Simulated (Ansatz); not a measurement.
Relaxation of AlF$_{2}$H$_{4}$Si (8 atoms, charge 0, multiplicity 2), to a largest force component of 0.03 eV/Å in at most 50 steps.

Theory: UKS BHLYP-D4/def2-SVP in Ansatz.

```xyz
8
Properties=species:S:1:pos:R:3
Al -0.001 0.000 -0.289
F 0.034 0.000 1.381
F 1.441 0.000 -1.073
H -1.350 0.000 -1.047
Si -0.002 0.000 4.182
H -0.768 -1.191 4.649
H 1.412 -0.067 4.647
H -0.652 1.258 4.648
```

Q: Where does it end, and by what steps?

A: The run converged. The force dipped under the threshold on the way, but the program's further checks kept it going. After 33 steps the energy has fallen by 0.420 eV; F2 moved furthest, 1.89 Å.

| step | energy less start (eV) | largest force component (eV/Å) | accepted |
| --- | --- | --- | --- |
| 0 | 0.0000 | 0.939 | yes |
| 2 | -0.0870 | 0.115 | yes |
| 4 | -0.0874 | 0.130 | yes |
| 6 | -0.0889 | 0.035 | yes |
| 8 | -0.0906 | 0.196 | yes |
| 10 | -0.0950 | 0.365 | yes |
| 12 | -0.0834 | 0.787 | no |
| 14 | -0.1269 | 0.364 | yes |
| 16 | -0.1586 | 0.412 | yes |
| 18 | -0.1922 | 0.208 | yes |
| 20 | -0.2015 | 0.665 | yes |
| 22 | -0.2508 | 0.271 | yes |
| 24 | -0.3198 | 0.242 | yes |
| 26 | -0.3847 | 0.357 | yes |
| 28 | -0.4050 | 0.145 | yes |
| 30 | -0.4160 | 0.048 | yes |
| 32 | -0.4191 | 0.154 | yes |
| 33 | -0.4196 | 0.017 | yes |

```xyz
8
Properties=species:S:1:pos:R:3
Al 0.045 -0.154 0.635
F 0.475 -1.743 0.815
F 1.264 0.919 0.319
H -1.444 0.242 0.373
Si -0.049 0.166 3.458
H -1.082 -0.804 3.872
H 1.315 -0.195 3.890
H -0.412 1.569 3.735
```

Run time: 74 s on 2 threads of Intel(R) Xeon(R) Platinum 8488C (Sapphire Rapids), on a shared host, peak memory 0.24 GiB.
